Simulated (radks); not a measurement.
The iodine anion I-, [Xe], held by a Watson sphere: a shell of charge +1 at radius R that stands for the Madelung well of a crystal (potential energy -1/R inside, -1/r outside, in hartree with lengths in bohr). All-electron calculation, scalar-relativistic Kohn-Sham, r2SCAN, spin-unpolarised, spherical densities, finite nucleus; meta-GGA in the generalised Kohn-Sham scheme; Fermi nuclear charge, rms radius of each element as measured or else 0.836 A^(1/3) + 0.57 fm. Program: a radial shooting solver on a logarithmic mesh with Libxc functionals.

R (bohr)  e(4d) (eV)  e(5s) (eV)  e(5p) (eV)  <r> 5p (bohr)  sum of <r^2> (bohr^2)  X-ray form factor at sin(theta)/lambda = 0.3 1/angstrom
2.55         -50.681     -18.288      -7.907          2.474                  68.83                                                   36.592
2.6          -50.630     -18.217      -7.861          2.480                  69.07                                                   36.594
3.45         -49.877     -17.117      -6.979          2.568                  72.63                                                   36.627
3.79         -49.582     -16.730      -6.618          2.593                  73.72                                                   36.636
4.22         -49.210     -16.280      -6.180          2.617                  74.83                                                   36.642
5.14         -48.462     -15.452      -5.353          2.650                  76.43                                                   36.648
5.45         -48.234     -15.211      -5.109          2.657                  76.79                                                   36.648
